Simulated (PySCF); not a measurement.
# Dipole response of Bi (bismuth, neutral)

[Xe] 4f14 5d10 6s2 6p3, high-spin 4S determinant. Calculation: PySCF 2.14, in aug-cc-pV5Z-PP with ECP60MDF; scalar relativity through the core potential. Coupled (time-dependent) response in atomic units; α is the mean over directions.

| method | mean α (bohr³) | C₆ (like pair) | S(−4) |
| --- | --- | --- | --- |
| PBE | 55.65 | 673.0 | 990.9 |

S(−4) is the Cauchy moment in α(ω) = α(0) + S(−4) ω² + …

Reference α: 48 ± 4 bohr³ (recommended; Schwerdtfeger and Nagle, table of static dipole polarizabilities (2023 update)). Published C₆: 513.0 (Gould and Bucko (2016)).

α(iu) at PBE:

```csv
u (hartree),α(iu) (bohr³)
0,55.65
0.0500,53.32
0.100,47.73
0.200,35.21
0.300,25.87
0.500,15.41
0.750,9.538
1.00,6.679
1.50,4.003
2.00,2.751
3.00,1.562
5.00,0.7003
```

A single London oscillator, α(iu) = α/(1 + u²/ω²), gives C₆ = (3/4) ω α². Matching the computed C₆ needs ω = 4 × 673.0 / (3 × 55.65²) = 0.290 hartree.

Energies and moments cover only the electrons outside the core potential. Spin-orbit coupling, which splits the p, d and f shells strongly at this Z, is absent. Spin-orbit coupling is strong in this species (close to jj coupling), so the high-spin LS determinant is a model state, not a physical level.
